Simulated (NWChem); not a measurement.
Species: GeSi2H8; SMILES [SiH3][SiH2][GeH3]

```xyz
11

Si     0.5043    -2.4044    -0.0047
Si    -0.9673    -0.5764     0.0079
Ge     0.2358     1.4849    -0.0010
H     -0.2464    -3.6976    -0.0012
H      1.3671    -2.3513    -1.2251
H      1.3838    -2.3544     1.2039
H     -1.8338    -0.6376     1.2275
H     -1.8535    -0.6365    -1.1975
H      1.1219     1.5786    -1.2580
H      1.1446     1.5762     1.2399
H     -0.7287     2.6860     0.0090
```
Atoms are numbered in this order, from 1.

Computed with NWChem. Pople sets run with spherical d functions. Geometry: optimised at PBE0/def2-SVP. GIAO values for the isolated, static molecule; σ is the absolute isotropic shielding, δ = σ(reference) − σ with the isolated reference molecule computed at the same levels (1H: tetramethylsilane, 29Si: tetramethylsilane).

**Question.** Estimate the computed values for Hartree-Fock/6-31G*. Quantities: δ Si1 (ppm); δ Si2 (ppm); σ Ge3 (ppm); δ H4 (rotor mean) (ppm); δ H7 (ppm); δ H9 (rotor mean) (ppm).

**Answer.** 
```
Item                     Result
-----------------------  ------
δ Si1 (ppm)               -70.2
δ Si2 (ppm)               -79.7
σ Ge3 (ppm)              1894.3
δ H4 (rotor mean) (ppm)    3.70
δ H7 (ppm)                 3.41
δ H9 (rotor mean) (ppm)    3.70
```
